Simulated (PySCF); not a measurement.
## Mn: ionisation energy

Mn [Ar] 3d5 4s2 (6S) → Mn+ [Ar] 3d5 4s1 (7S), as a difference of total energies. Calculation: PySCF 2.14, in cc-pVDZ-DK; scalar relativity by spin-free X2C-1e. Correlated levels: valence: [Ar] frozen. The calculations carry no spin-orbit coupling.

| method | ionisation energy (eV) | error (eV) |
| --- | --- | --- |
| UHF | 6.032 | -1.402 |
| PBE | 7.238 | -0.196 |
| M06-L | 7.617 | +0.183 |
| MP2 (valence) | 6.909 | -0.525 |
| SCS-MP2 (valence) | 7.093 | -0.341 |

Reference: 7.434 eV (measured; NIST Atomic Spectra Database, ionization energies).

Errors of the correlated levels include the incompleteness of this basis and the frozen core.

MP2 underrates the near-degeneracy of ns² with np² in the lower species.
